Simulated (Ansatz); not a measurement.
`CB(O)Br` + HBr → `OB(Br)Br` + CH₄  (ligand exchange at a B–C bond)

Gas-phase electronic energies from Ansatz, PBE0-D4/def2-TZVP geometries. CCSD(T)/CBS adds triple-zeta CCSD(T) − MP2 to the extrapolated MP2 energy (def2 sets, frozen cores). This one scheme is used for every species. Functionals use def2-TZVPP. For Br outer-core shells are correlated without core-valence functions, which leaves a few kJ/mol of doubt a bond. Scalar relativity is left out up to krypton. One conformer a species, not always the lowest.

`CB(O)Br`:

Z-matrix (Å, degrees):
```
C
B 1 1.554
H 1 1.091 2 111.8
H 1 1.094 2 110.5 3 121.4
H 1 1.094 2 110.5 3 -121.5
O 2 1.344 1 122.1 3 -0.2
Br 2 1.955 1 119.9 3 179.8
H 6 0.962 2 113.9 1 -180.0
```

HBr:

Z-matrix (Å, degrees):
```
Br
H 1 1.420
```

`OB(Br)Br`:

Z-matrix (Å, degrees):
```
B
O 1 1.337
Br 1 1.925 2 121.2
Br 1 1.907 2 118.7 3 180.0
H 2 0.963 1 113.7 3 -0.0
```

CH₄:

```xyz
5

C     0.000    0.000    0.000
H     0.090   -0.172    1.072
H     0.989    0.168   -0.425
H    -0.625    0.875   -0.176
H    -0.454   -0.871   -0.471
```

```tsv
level	ΔE (kJ/mol)	difference from CCSD(T)/CBS
LDA (SPW92)	-53.5	5.4
r2SCAN-D4	-59.7	-0.8
B97M-V	-57.8	1.1
ωB97X-V	-55.7	3.2
PBE-QIDH	-59.4	-0.5
revPBE	-59.8	-0.9
r2SCANh	-59.2	-0.3
CAM-B3LYP	-53.0	5.9
MP2/def2-SVP	-63.8	-4.9
MP2/def2-QZVPP	-65.1	-6.2
CCSD(T)/CBS	-58.9	0
```

Largest T1 diagnostic among the species: 0.010.

Leaving LDA and LC-ωPBE aside and taking each functional with its dispersion term where it has one, the values, not all of them listed here, spread over 6.5 kJ/mol, from revPBE-D4 to CAM-B3LYP-D4. LDA lies +5.0 kJ/mol from PBE without D4. From BLYP to BHLYP (50 % exact exchange), in def2-TZVPP and without D4, ΔE moves by +3.0 kJ/mol. In def2-TZVPP, CCSD(T) changes the Hartree–Fock value by −4.1 kJ/mol (the triples alone add −2.0 kJ/mol) and MP2 by −11.2 kJ/mol.
